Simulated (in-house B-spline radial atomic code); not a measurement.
A fraction x of an electron is removed from 2p in the oxygen ion O³⁺, starting from [He] 2s2 2p1 and keeping the highest spin. Level of theory: scalar-relativistic (X2C) Hartree-Fock with fractional occupations, spin-polarised, spherical fractional occupations, Fermi nucleus of rms radius 2.6991 fm; calculated with a B-spline radial code for spherical atoms.

Caution: exact exchange at fractional occupations of open shells leaves self-interaction of up to several eV.

```csv
x,E(x) - E(0) (eV),2p up level (eV)
0,0.0000,-61.941
0.1,6.2647,-63.355
0.14,8.8102,-63.924
0.31,19.8842,-66.363
0.48,31.3758,-68.837
0.5,32.7554,-69.130
0.62,41.1571,-70.900
0.68,45.4378,-71.791
0.84,57.1156,-74.187
0.92,63.0990,-75.397
1,69.1793,-
```

The exact functional would give a straight line between the two integer points. Deviations E(x) - E(0) - x[E(1) - E(0)], in eV: -0.653 at x = 0.1, -0.875 at x = 0.14, -1.561 at x = 0.31, -1.83 at x = 0.48, -1.834 at x = 0.5, -1.734 at x = 0.62, -1.604 at x = 0.68, -0.995 at x = 0.84, -0.546 at x = 0.92.

The curve lies below the straight line by up to 1.834 eV (at x = 0.5): with spherically averaged exact exchange in an open shell, this holds the self-interaction named above.

Problem. How well does Slater's transition state (minus the level at half occupation) give the ionisation energy?

Solution. It gives 69.130 eV against 69.179 eV from the two total energies; NIST lists 77.41 eV, ground level to ground level. The end point has an open shell averaged over its orbitals, so its exact exchange keeps a self-interaction and this is no true integer point.
